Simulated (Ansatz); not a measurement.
Cost and result for the atomization energy of C₃H₆ClFSi (`C=C[Si](C)(F)Cl`) (12 atoms, 11 bonds).

```csv
atom,x (Å),y (Å),z (Å)
C1,-1.3199,0.2276,-1.4118
C2,-1.4188,0.0516,-0.0969
Si3,0.0538,-0.1111,1.0001
C4,1.6772,0.0092,0.1298
F5,-0.0177,1.0210,2.1241
Cl6,-0.0656,-1.8995,2.0018
H7,-0.3584,0.2886,-1.9140
H8,-2.1936,0.3171,-2.0508
H9,-2.4104,-0.0070,0.3482
H10,1.7782,0.9758,-0.3700
H11,2.4901,-0.0892,0.8522
H12,1.7851,-0.7841,-0.6126
```

Charge 0, multiplicity 1. The structure was optimised at the PBE0-D4/def2-TZVP level. It is one conformer, not always the lowest. Program: Ansatz. All runs use 2 threads of an AMD EPYC 7R13 on a shared host and a share of an NVIDIA H100 80 GB. Times are those of one run each, without the atoms' runs, and a repeat can differ threefold. Electronic energies, without spin–orbit coupling; frozen cores. CCSD(T)/CBS adds CCSD(T) − MP2 in def2-TZVPP to the MP2 limit, and its time is that of the two runs behind it. T1 = 0.011. B3LYP takes the VWN-RPA correlation (the form of Gaussian; ORCA's B3LYP/G).

CCSD(T)/CBS is a level of theory with its own doubt, some kJ/mol a heavy atom from the limit and from the frozen cores, so smaller differences don't rank the functionals.

```tsv
level	functions	atomization (kJ/mol)	difference from CCSD(T)/CBS	per bond
CCSD(T)/def2-TZVPP	292	4731.9	-122.4	-11.1
MP2/def2-QZVPP	548	4901.5	47.2	4.3
r2SCAN-D4/def2-TZVPP (with forces)	292	4868.2	13.9	1.3
PBE0-D4/def2-TZVPP	292	4861.9	7.6	0.7
CCSD(T)/CBS(def2)	–	4854.3	0.0	0.0
B3LYP-D4/def2-TZVPP (with forces)	292	4836.0	-18.3	-1.7
B2PLYP/def2-TZVPP	292	4796.1	-58.2	-5.3
PBE-D4/def2-TZVPP (with forces)	292	4930.2	75.9	6.9
ωB97M-V/def2-TZVPP (with forces)	292	4866.3	12.0	1.1
ωB97X-V/def2-TZVPP	292	4855.9	1.6	0.1
```

(1) Order the runs by time, with rough figures. (An estimate is asked.)

Answers

(1) Computed: PBE-D4/def2-TZVPP (with forces) 3.6 s; PBE0-D4/def2-TZVPP 3.6 s; r2SCAN-D4/def2-TZVPP (with forces) 3.9 s; B2PLYP/def2-TZVPP 3.9 s; B3LYP-D4/def2-TZVPP (with forces) 4.8 s; MP2/def2-QZVPP 4.8 s; ωB97X-V/def2-TZVPP 5.5 s; ωB97M-V/def2-TZVPP (with forces) 6.5 s; CCSD(T)/def2-TZVPP 7.5 s; CCSD(T)/CBS(def2) 12 s.

From PBE to PBE0 (25 % exact exchange), in def2-TZVPP and without D4, the atomization energy moves by −63.9 kJ/mol: exact exchange takes away binding that semilocal exchange gives to molecules. In def2-TZVPP, CCSD(T) changes the Hartree–Fock value by +1060.1 kJ/mol (the triples alone add +69.0 kJ/mol) and MP2 by +1156.8 kJ/mol; breaking electron pairs costs correlation energy, which Hartree–Fock lacks. The D4 term adds +48.3 kJ/mol with B3LYP and +25.6 kJ/mol with PBE0; it sums over pairs of atoms, weighted by their polarisabilities, and B3LYP, whose exchange is more repulsive, gets the larger term.
